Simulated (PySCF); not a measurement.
CH3F3OSi, SMILES FC[Si](O)(F)F.

Geometry: PBE-D3(BJ)/def2-SVP. This is a generated structure with no PubChem entry under its InChIKey; it may be hypothetical. One conformer was computed; it need not be the lowest.

Calculation: TDDFT-M06-2X/def2-SVPD in PySCF.

Vertical excitations. Gas-phase values at a fixed geometry.

Computed UV-visible absorptions:
```json
[
 {"state": "S1", "energy (eV)": "8.07", "λ (nm)": "154", "f": "0.025", "main pairs": "HOMO→LUMO+1 49 %, HOMO→LUMO 38 %"},
 {"state": "S2", "energy (eV)": "8.90", "λ (nm)": "139", "f": "0.075", "main pairs": "HOMO→LUMO 51 %, HOMO→LUMO+1 31 %"},
 {"state": "S3", "energy (eV)": "9.05", "λ (nm)": "137", "f": "0.026", "main pairs": "HOMO−1→LUMO 63 %"},
 {"state": "S4", "energy (eV)": "9.11", "λ (nm)": "136", "f": "0.006", "main pairs": "HOMO−2→LUMO+1 48 %, HOMO−2→LUMO 29 %"},
 {"state": "S5", "energy (eV)": "9.85", "λ (nm)": "126", "f": "0.018", "main pairs": "HOMO→LUMO+2 57 %, HOMO→LUMO+3 15 %, HOMO−3→LUMO 12 %"},
 {"state": "S6", "energy (eV)": "9.90", "λ (nm)": "125", "f": "0.028", "main pairs": "HOMO→LUMO+3 45 %, HOMO→LUMO+5 26 %, HOMO→LUMO+2 13 %"},
 {"state": "S7", "energy (eV)": "10.09", "λ (nm)": "123", "f": "0.001", "main pairs": "HOMO−1→LUMO+1 75 %"},
 {"state": "S8", "energy (eV)": "10.20", "λ (nm)": "121", "f": "0.038", "main pairs": "HOMO−2→LUMO 53 %, HOMO−2→LUMO+1 27 %"},
 {"state": "S9", "energy (eV)": "10.42", "λ (nm)": "119", "f": "0.040", "main pairs": "HOMO−3→LUMO 46 %, HOMO→LUMO+2 18 %, HOMO−3→LUMO+1 10 %"},
 {"state": "S10", "energy (eV)": "10.63", "λ (nm)": "117", "f": "0.014", "main pairs": "HOMO→LUMO+5 62 %, HOMO→LUMO+3 23 %"},
 {"state": "T1", "energy (eV)": "7.52", "λ (nm)": "165", "f": "0", "main pairs": "HOMO→LUMO+1 56 %, HOMO→LUMO 26 %"},
 {"state": "T2", "energy (eV)": "8.56", "λ (nm)": "145", "f": "0", "main pairs": "HOMO→LUMO 36 %, HOMO−1→LUMO 29 %, HOMO→LUMO+1 12 %"},
 {"state": "T3", "energy (eV)": "8.68", "λ (nm)": "143", "f": "0", "main pairs": "HOMO−2→LUMO+1 41 %, HOMO−2→LUMO 16 %, HOMO−1→LUMO 11 %, HOMO→LUMO 7 %"},
 {"state": "T4", "energy (eV)": "8.71", "λ (nm)": "142", "f": "0", "main pairs": "HOMO−1→LUMO 29 %, HOMO→LUMO 20 %, HOMO−2→LUMO+1 13 %, HOMO−2→LUMO 9 %"}
]
```
Triplets are in the Tamm–Dancoff approximation, which puts them higher than full response would, so one can lie above its singlet here.
